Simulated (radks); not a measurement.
Fractional charge and spin in the 3p shell of zinc: the spin-up occupation runs from 2 to 3 and the spin-down occupation from 2 to 3; the fullest corner is Zn3+, [Ne] 3s2 3d(up 4.5, down 4.5) 3p(up 3, down 3). Calculated with a radial shooting solver on a logarithmic mesh with Libxc functionals: scalar-relativistic Kohn-Sham, PBEsol, spin-polarised, spherical densities, point nucleus. Energy (eV) minus the two flat planes that join the four corners (they meet along the diagonal where the two added fractions sum to one electron); zero is where a piecewise linear energy would lie.

\begin{tabular}{lrrrrr}
down \ up & 2 & 2.25 & 2.5 & 2.75 & 3 \\ \hline
2 & 0.000 & -2.398 & -3.182 & -2.374 & 0.000 \\
2.25 & -2.398 & -3.081 & -2.175 & 0.295 & -2.225 \\
2.5 & -3.182 & -2.175 & 0.394 & -2.030 & -2.946 \\
2.75 & -2.374 & 0.295 & -2.030 & -2.850 & -2.194 \\
3 & 0.000 & -2.225 & -2.946 & -2.194 & 0.000 \\
\end{tabular}

Corners above the fullest one (they belong to Zn4+ and the next ion): (up 3, down 2) 136.45 eV, (up 2, down 3) 136.45 eV, (up 2, down 2) 299.00 eV. With half an added electron in each spin the energy lies 0.394 eV from the planes, and with half an added electron in spin up alone -3.182 eV. The planes are only a guide here: the flat-plane condition holds for ground states with one frontier orbital, while this shell lies below other occupied shells, so the corners above the fullest one are inner-hole states and not the ground states of those ions.
